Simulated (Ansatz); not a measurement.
# Cost against result

Saddle point of BH$_{5}$O$_{2}$F$_{2}$, closed shell (BH₃O₂ ([OH][BH][OH]) + HF + HF → BH₂O₂F ([OH][B]([OH])[F]) + HF + H₂; bonds formed: B1–F6, H2–H7, H5–F8; bonds broken: B1–H2, H5–F6, H7–F8), PBE0-D4/def2-TZVP structure:

B1  (-0.406, -0.122, -0.317)
H2  (-0.427, -0.260, 1.028)
O3  (-0.283, -1.381, -0.841)
O4  (-1.420, 0.708, -0.734)
H5  (1.536, 0.429, 0.476)
F6  (0.997, 0.673, -0.480)
H7  (0.503, -0.214, 1.389)
F8  (1.620, 0.028, 1.560)
H9  (-0.752, -1.470, -1.674)
H10  (-1.368, 1.608, -0.409)
(Å)

Barriers are electronic and count from the start structure reached by relaxing down the imaginary mode.

Ansatz 0.2.0; basis: as named in each row; cores frozen in the correlated methods. B3LYP uses VWN-RPA correlation. Extrapolation: Hartree–Fock as exp(−7.88 √X), correlation as X^−2.97.

Times are rough, for one single point on 4 threads of a shared host (Intel Xeon).

The estimate by CCSD(T) at an estimated basis limit (MP2 extrapolated from triple and quadruple zeta, plus CCSD(T) − MP2 in triple zeta) is 1.586 eV.

| method | basis | time (s) | barrier (eV) | method less estimate |
| --- | --- | --- | --- | --- |
| HF | STO-3G | under 1 | 1.383 | -0.203 |
| PBE-D4 | STO-3G | under 1 | -0.958 | -2.545 |
| SPW92 | def2-SVP | under 1 | 0.206 | -1.380 |
| B3LYP-D4 | 6-31G | 1 | 1.265 | -0.322 |
| PBE-D4 | def2-SVP | 1 | 0.721 | -0.865 |
| PBE0-D4 | def2-SVP | 2 | 0.996 | -0.590 |
| SPW92 | def2-TZVPP | 2 | 0.627 | -0.959 |
| PBE-D4 | def2-TZVPP | 3 | 1.106 | -0.480 |
| BLYP-D4 | def2-TZVPP | 3 | 1.317 | -0.270 |
| wB97M-V | def2-SVP | 4 | 1.049 | -0.537 |
| BHLYP-D4 | def2-TZVPP | 4 | 1.655 | 0.069 |
| B3LYP-D4 | def2-TZVPP | 4 | 1.439 | -0.147 |
| PBE0-D4 | def2-TZVPP | 4 | 1.297 | -0.289 |
| r2SCAN-D4 | def2-TZVPP | 4 | 1.144 | -0.443 |
| CAM-B3LYP-D4 | def2-TZVPP | 5 | 1.415 | -0.172 |
| r2SCAN0-D4 | def2-TZVPP | 6 | 1.308 | -0.278 |
| B2PLYP | def2-TZVPP | 7 | 1.497 | -0.089 |
| RPA on PBE | def2-TZVPP | 7 | 1.480 | -0.106 |
| CCSD(T) | def2-SVP | 8 | 1.473 | -0.114 |
| PBE-QIDH | def2-TZVPP | 8 | 1.434 | -0.152 |
| B97M-V | def2-TZVPP | 8 | 1.371 | -0.216 |
| wB97M-V | def2-TZVPP | 9 | 1.409 | -0.177 |
| wB97X-V | def2-TZVPP | 10 | 1.429 | -0.158 |
| MP2 | def2-QZVPP | 34 | 1.525 | -0.062 |
| CCSD(T) | def2-TZVPP | 160 | 1.520 | -0.067 |

All methods are single points on the PBE0-D4 structures; a negative value means that the method puts the saddle structure below the start.

No T1 diagnostic of these runs exceeds 0.013.

Labels in which every atom is bracketed show which atoms are joined, not bond orders.
